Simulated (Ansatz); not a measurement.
Gas-phase electronic energies from Ansatz, PBE0-D4/def2-TZVP geometries. CCSD(T)/CBS is the MP2 limit (def2-TZVPP, def2-QZVPP) plus CCSD(T) − MP2 in def2-TZVPP, frozen cores. DFT in def2-TZVPP. For Mg outer-core shells are correlated without core-valence functions, which leaves a few kJ/mol of doubt a bond. Each species was taken in one conformer, which may not be the lowest.

Consider the redistribution: `C[CH2][Mg][CH3]` + `BC(=C)O` → `[CH3][Mg][OH]` + `BC(=C)CC`.

`C[CH2][Mg][CH3]`:

Cartesian coordinates in Å:
```
C -2.173 -0.465 -0.012
C -1.218 0.725 0.123
Mg 0.838 0.288 0.018
C 2.876 -0.157 -0.086
H -2.010 -1.213 0.770
H -3.228 -0.172 0.052
H -2.051 -0.983 -0.968
H -1.450 1.469 -0.650
H -1.410 1.242 1.072
H 3.101 -0.855 -0.900
H 3.241 -0.618 0.838
H 3.483 0.739 -0.257
```

`BC(=C)O`:

Z-matrix (Å, degrees):
```
B
C 1 1.534
H 1 1.193 2 119.6
H 1 1.201 2 120.3 3 -180.0
C 2 1.344 1 120.0 3 0.0
O 2 1.365 1 121.4 3 -180.0
H 5 1.085 2 122.1 1 180.0
H 5 1.080 2 119.3 1 -0.0
H 6 0.960 2 108.4 1 0.0
```

`[CH3][Mg][OH]`:

```xyz
7

C     0.306    1.286    0.296
Mg   -0.162   -0.682   -0.156
O    -0.558   -2.358   -0.539
H     1.147    1.649   -0.304
H     0.585    1.402    1.348
H    -0.539    1.955    0.108
H    -0.779   -3.253   -0.753
```

`BC(=C)CC`:

Cartesian coordinates in Å:
```
B 0.556 1.641 -0.570
C 0.380 0.111 -0.603
C 1.350 -0.612 -1.183
C -0.842 -0.549 -0.024
C -0.897 -0.417 1.493
H -0.304 2.361 -0.146
H 1.565 2.126 -0.994
H 1.290 -1.695 -1.282
H 2.238 -0.135 -1.584
H -1.736 -0.083 -0.452
H -0.871 -1.607 -0.306
H -0.042 -0.913 1.959
H -1.809 -0.863 1.896
H -0.877 0.634 1.795
```

```json
{"level": "PBE-D4", "ΔE (kJ/mol)": "-159.6"}
{"level": "r2SCAN", "ΔE (kJ/mol)": "-174.0"}
{"level": "CCSD(T)/def2-TZVPP", "ΔE (kJ/mol)": "-182.4"}
{"level": "MP2/CBS(def2)", "ΔE (kJ/mol)": "-200.5"}
```

Question: What does CCSD(T)/CBS give? (Estimate.)

Answer: Computed: -187.3 kJ/mol. The listed levels differ from it by 27.7, 13.3, 4.9, -13.2 kJ/mol.

Largest T1 diagnostic among the species: 0.013.

From PBE to PBE0 (25 % exact exchange), in def2-TZVPP and without D4, ΔE moves by −11.1 kJ/mol. The D4 term adds −5.9 kJ/mol with B3LYP and −3.5 kJ/mol with PBE0; it sums over pairs of atoms, weighted by their polarisabilities, and B3LYP, whose exchange is more repulsive, gets the larger term.

B3LYP here is the variant with VWN-RPA as its local correlation; programs differ in this.
